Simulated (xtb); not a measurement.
xtb input (GFN2-xTB):

```bash
xtb mol.xyz --gfn 2 --sp --chrg 1 --uhf 0
```
mol.xyz:
```
7

Ti     0.07784467     0.17411095     0.10808224
O      1.44519068    -0.28707010    -0.86269309
H      2.16192665    -0.88280050    -1.12149448
O     -0.32643374    -0.90580869     1.41002706
H     -0.94558082    -1.40605780     1.95956420
O     -1.26806075     0.85893908    -0.75463256
H     -1.73449814     1.12993518    -1.55749033
```

End of the output:

```
         :::::::::::::::::::::::::::::::::::::::::::::::::::::
         ::                     SUMMARY                     ::
         :::::::::::::::::::::::::::::::::::::::::::::::::::::
         :: total energy             -14.961267976582 Eh    ::
         :: gradient norm              0.045095634493 Eh/a0 ::
         :: HOMO-LUMO gap              2.992284881514 eV    ::
         ::.................................................::
         :: SCC energy               -15.044883601374 Eh    ::
         :: -> isotropic ES            0.180714939055 Eh    ::
         :: -> anisotropic ES         -0.001133806225 Eh    ::
         :: -> anisotropic XC          0.001854184341 Eh    ::
         :: -> dispersion             -0.002495924570 Eh    ::
         :: repulsion energy           0.083615624791 Eh    ::
         :: add. restraining           0.000000000000 Eh    ::
         :: total charge               1.000000000000 e     ::
         :::::::::::::::::::::::::::::::::::::::::::::::::::::

           -------------------------------------------------
          |                Property Printout                |
           -------------------------------------------------

    * Orbital Energies and Occupations

         #    Occupation            Energy/Eh            Energy/eV
      -------------------------------------------------------------
         1        2.0000           -0.9499754             -25.8501
         2        2.0000           -0.8876495             -24.1542
         3        2.0000           -0.8876495             -24.1542
         4        2.0000           -0.7906289             -21.5141
         5        2.0000           -0.7419414             -20.1893
         6        2.0000           -0.7419414             -20.1893
         7        2.0000           -0.6874002             -18.7051
         8        2.0000           -0.6670990             -18.1527
         9        2.0000           -0.6670990             -18.1527
        10        2.0000           -0.6572975             -17.8860
        11        2.0000           -0.6572975             -17.8860
        12        2.0000           -0.6540942             -17.7988 (HOMO)
        13                         -0.5441298             -14.8065 (LUMO)
        14                         -0.4864406             -13.2367
Note: The following floating-point exceptions are signalling: IEEE_UNDERFLOW_FLAG IEEE_DENORMAL
normal termination of xtb
        15                         -0.4864406             -13.2367
        16                         -0.4184563             -11.3868
        17                         -0.4184563             -11.3868
        18                         -0.2780945              -7.5673
        19                         -0.1850054              -5.0343
        20                         -0.1030898              -2.8052
        21                         -0.1030898              -2.8052
        22                          0.2456934               6.6857
        23                          0.4383460              11.9280
        24                          0.4383460              11.9280
      -------------------------------------------------------------
                  HL-Gap            0.1099644 Eh            2.9923 eV
             Fermi-level           -0.5991120 Eh          -16.3027 eV

     #   Z          covCN         q      C6AA      α(0)
     1  22 Ti       2.183     1.324   195.283    34.215
     2   8 O        1.531    -0.510    23.200     6.497
     3   1 H        0.806     0.402     0.481     1.090
     4   8 O        1.531    -0.510    23.200     6.497
     5   1 H        0.806     0.402     0.481     1.090
     6   8 O        1.531    -0.510    23.200     6.497
     7   1 H        0.806     0.402     0.481     1.090

 Mol. C6AA /au·bohr⁶  :        879.990328
 Mol. C8AA /au·bohr⁸  :      47929.930695
 Mol. α(0) /au        :         56.974999

Wiberg/Mayer (AO) data.
largest (>0.10) Wiberg bond orders for each atom

 ---------------------------------------------------------------------------
     #   Z sym  total        # sym  WBO       # sym  WBO       # sym  WBO
 ---------------------------------------------------------------------------
     1  22 Ti   4.067 --     4 O    1.316     6 O    1.316     2 O    1.316
     2   8 O    2.253 --     1 Ti   1.316     3 H    0.793
     3   1 H    0.839 --     2 O    0.793
     4   8 O    2.253 --     1 Ti   1.316     5 H    0.793
     5   1 H    0.839 --     4 O    0.793
     6   8 O    2.253 --     1 Ti   1.316     7 H    0.793
     7   1 H    0.839 --     6 O    0.793
 ---------------------------------------------------------------------------

Topologies differ in total number of bonds
Writing topology from bond orders to xtbtopo.mol

molecular dipole:
                 x           y           z       tot (Debye)
 q only:       -0.055      -0.122      -0.076
   full:        0.169       0.378       0.234       1.209
molecular quadrupole (traceless):
                xx          xy          yy          xz          yz          zz
 q only:        1.518      -2.067      -2.180      -1.283      -2.869       0.661
  q+dip:        1.681      -2.288      -2.413      -1.420      -3.177       0.732
   full:        0.992      -1.351      -1.425      -0.838      -1.875       0.432

           -------------------------------------------------
          | TOTAL ENERGY              -14.961267976582 Eh   |
          | GRADIENT NORM               0.045095634493 Eh/α |
          | HOMO-LUMO GAP               2.992284881514 eV   |
           -------------------------------------------------

------------------------------------------------------------------------
------------------------------------------------------------------------
 total:
 SCF:
```

The spin state was set by rule; other spins were not relaxed.
